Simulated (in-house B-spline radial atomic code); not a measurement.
Atomic self-consistent-field run: Cl⁺. Method: non-relativistic r2SCAN, spin-polarised, spherical fractional occupations, point nucleus, inside a hard spherical wall at 1.85 bohr. Calculated with a B-spline radial code for spherical atoms.

Command:
```bash
python run_scf.py task.json out
```
Settings:
```
Z                17
configuration    [Ne] 3s2 3p4
hamiltonian      nr
method           r2scan
spin_polarised   True
wall_radius      1.85
```

Output (hartree, bohr):
```
 radial grid: 36 intervals, B-splines of order 8, outer radius 1.85 bohr

 iter        energy (Eh)    residual
    1        -452.338480    3.87e-02
    2        -452.341629    1.68e-03
    3        -452.341639    8.40e-04
    4        -452.341641    4.30e-04
    5        -452.341641    3.76e-05
    6        -452.341641    1.11e-05
    7        -452.341641    3.52e-07
    8        -452.341641    1.84e-08

 total energy                      -452.34164
 kinetic                             484.0133
 electron-nucleus                  -1126.0383
 Hartree                             219.4985
 exchange-correlation                -29.8152

 orbital      occ     eigenvalue          <r>       <r^2>       <1/r>     <1/r^2>       <r^4>       r_max
 1s up      1.000       -99.5365     0.091508   0.0112609     16.5383     552.125 0.000327581     0.05995
 1s down    1.000       -99.4842    0.0914647   0.0112494     16.5441      552.44 0.000326914     0.05994
 2s up      1.000        -8.1603      0.45217       0.244     3.25238     43.9108    0.109282      0.3655
 2s down    1.000        -8.1378      0.45225    0.243676     3.24486     43.6341    0.108236      0.3662
 2p up      3.000        -5.8746     0.417342    0.218389     3.14249     13.8705    0.103508      0.3058
 2p down    3.000        -5.8230     0.417888    0.218492     3.13447     13.7983    0.102706      0.3072
 3s up      1.000         0.5795      1.06918     1.26026     1.32078     10.6119     2.01532       1.121
 3s down    1.000         0.7520         1.07     1.26207     1.31882     10.5711      2.0212       1.122
 3p up      3.000         1.2662      1.05949     1.25147     1.29651     3.58471     2.01589       1.131
 3p down    1.000         1.4407      1.05932     1.25155     1.29784     3.59526     2.01795       1.132
```

Cost of the run: 0.07 s on 1 thread of Arm Neoverse V1 (shared host).
